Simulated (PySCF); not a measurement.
Compound: C7H9OP.
SMILES with atom numbers: `[CH3:1][O:2][c:3]1[cH:4][c:5]([CH3:6])[cH:7][cH:8][p:9]1`

Structure used (GFN2-xTB), in Å, numbered top down from 1:
```xyz
18
C7H9OP angstrom
C      3.320    0.526   -0.367
O      2.091    0.246   -0.982
C      1.000    0.169   -0.173
C     -0.190   -0.119   -0.831
C     -1.424   -0.253   -0.220
C     -2.622   -0.598   -1.054
C     -1.566   -0.103    1.159
C     -0.521    0.189    2.002
P      1.137    0.421    1.557
H      4.066    0.532   -1.160
H      3.574   -0.240    0.375
H      3.299    1.503    0.131
H     -0.119   -0.246   -1.903
H     -3.536   -0.223   -0.599
H     -2.711   -1.681   -1.144
H     -2.529   -0.186   -2.056
H     -2.553   -0.222    1.586
H     -0.725    0.290    3.061
```

Definitions: NICS(0) = −σiso at the ring centroid; NICS(1) = −σiso and NICS(1)zz = −σzz at ±1 Å along the ring normal z. Level: GIAO PBE0/pcSseg-1 (PySCF, non-relativistic, gas phase) on the GFN2-xTB geometry, one conformer.

Ring bond lengths (Å), with Mayer bond orders in brackets: C3–C4 1.390 (1.37), C4–C5 1.384 (1.44), C5–C7 1.394 (1.36), C7–C8 1.374 (1.50), C8–P9 1.732 (1.31), P9–C3 1.754 (1.23).

Give the NICS values of each ring in ppm.

| ring | type | NICS(0) | NICS(1), two faces | NICS(1)zz, two faces | rms pucker (Å) | centre to ring atoms, mean (Å) |
| --- | --- | --- | --- | --- | --- | --- |
| C3–C4–C5–C7–C8–P9 | 6-membered ring with P; formal bonds all aromatic | -8.4 | -10.4 / -10.4 | -25.0 / -25.1 | 0.00 | 1.50 |

What do they say, and how far can they be read as aromaticity?

- C3–C4–C5–C7–C8–P9: mean NICS(1)zz -25.0 ppm, shielded.

And the bond-length index? HOMA = 1 − mean of α(R − Ropt)² over the ring bonds, with Krygowski's 1993 parameters (CC: Ropt 1.388 Å, α 257.7 Å⁻²; CP: Ropt 1.698 Å, α 118.91 Å⁻²).

- C3–C4–C5–C7–C8–P9: HOMA 0.90; the largest term is that of P9–C3, α(R − Ropt)² = 0.37.

Give the inner angles of the rings and the Hirshfeld charges of the ring atoms.

- C3–C4–C5–C7–C8–P9: C3 124.3° (+0.021 e), C4 125.1° (-0.071 e), C5 121.1° (+0.019 e), C7 123.6° (-0.061 e), C8 126.8° (-0.106 e), P9 99.2° (+0.036 e); sum 720.0° against 720° for a flat convex ring.
